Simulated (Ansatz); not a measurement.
Start from `[TeH]B1N[SiH2]1` and change one atom or group to get `FCB1N[SiH2]1`.

Ansatz, PBE0-D4/def2-TZVP geometries, multiplicity 1. Each molecule was computed in one conformer, which needn't be the lowest.

Elements past krypton have def2 core potentials.

| property | `[TeH]B1N[SiH2]1` |
| --- | --- |
| size of the dipole moment (PBE/def2-TZVPP) / D | 1.20 |
| HOMO energy (ωB97M-V/def2-TZVPP) / eV | -8.58 |
| LUMO energy (PBE0/def2-TZVPP) / eV | -0.65 |
| size of the dipole moment (B3LYP/def2-TZVPP) / D | 1.21 |
| HOMO energy (B3LYP/def2-TZVPP) / eV | -6.32 |
| HOMO–LUMO gap (B3LYP/def2-TZVPP) / eV | 5.47 |

Question: What does the change do to each property? (An estimate is asked.)

Answer: Computed: 
| property | `FCB1N[SiH2]1` | shift |
| --- | --- | --- |
| size of the dipole moment (PBE/def2-TZVPP) / D | 2.81 | 1.61 |
| HOMO energy (ωB97M-V/def2-TZVPP) / eV | -9.26 | -0.68 |
| LUMO energy (PBE0/def2-TZVPP) / eV | -0.28 | 0.37 |
| size of the dipole moment (B3LYP/def2-TZVPP) / D | 2.83 | 1.62 |
| HOMO energy (B3LYP/def2-TZVPP) / eV | -6.99 | -0.67 |
| HOMO–LUMO gap (B3LYP/def2-TZVPP) / eV | 6.47 | 1.00 |

With PBE0 the HOMO falls by 0.62 eV and the LUMO rises by 0.37 eV, so the gap widens by about 0.99 eV. PBE moves the HOMO by -0.51 eV and ωB97M-V by -0.68 eV. Dipoles are sizes alone; their direction can turn.

B3LYP here is the variant with VWN-RPA as its local correlation; programs differ in this.

Spin–orbit coupling is left out; it splits and shifts lone-pair levels of the heavy atoms by tenths of an eV.
